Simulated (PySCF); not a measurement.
Molecule: `P[Si](P)(P)P`, H₈P₄Si.

Geometry:
```json
{"atom": "P1", "x (Å)": "-0.496", "y (Å)": "-0.763", "z (Å)": "2.108"}
{"atom": "Si2", "x (Å)": "0.184", "y (Å)": "-0.067", "z (Å)": "0.059"}
{"atom": "P3", "x (Å)": "1.970", "y (Å)": "-1.366", "z (Å)": "-0.459"}
{"atom": "P4", "x (Å)": "0.804", "y (Å)": "2.099", "z (Å)": "0.322"}
{"atom": "P5", "x (Å)": "-1.259", "y (Å)": "-0.287", "z (Å)": "-1.680"}
{"atom": "H6", "x (Å)": "-1.097", "y (Å)": "-1.958", "z (Å)": "1.604"}
{"atom": "H7", "x (Å)": "-1.716", "y (Å)": "-0.019", "z (Å)": "2.060"}
{"atom": "H8", "x (Å)": "2.818", "y (Å)": "-0.737", "z (Å)": "0.504"}
{"atom": "H9", "x (Å)": "2.389", "y (Å)": "-0.518", "z (Å)": "-1.531"}
{"atom": "H10", "x (Å)": "-0.540", "y (Å)": "2.590", "z (Å)": "0.371"}
{"atom": "H11", "x (Å)": "0.927", "y (Å)": "2.321", "z (Å)": "-1.085"}
{"atom": "H12", "x (Å)": "-2.343", "y (Å)": "0.322", "z (Å)": "-0.976"}
{"atom": "H13", "x (Å)": "-1.652", "y (Å)": "-1.617", "z (Å)": "-1.332"}
```

Geometry PBE0-D3(BJ)/def2-SVP throughout; GIAO in PySCF 2.14, gas phase, one conformer, non-relativistic; equivalent atoms averaged; functional PBE0.

For orientation, 6-31G* gives these absolute shieldings σ: P1/P3/P4/P5 567.1, Si2 387.9, H6/H7/H8/H9/H10/H11/H12/H13 29.80 ppm.

A run gave: P1/P3/P4/P5 583.5, Si2 406.5, H6/H7/H8/H9/H10/H11/H12/H13 29.26 ppm (absolute shieldings σ).

Which basis set was used in that run?
A. def2-TZVP
B. cc-pVDZ
C. def2-SVP
D. pcSseg-2
E. aug-cc-pVDZ

## Answers

E. P1/P3/P4/P5 tells them apart best: aug-cc-pVDZ gives 583.5, cc-pVDZ gives 588.4, def2-SVP gives 590.4, def2-TZVP gives 520.6, pcSseg-2 gives 531.4 ppm.
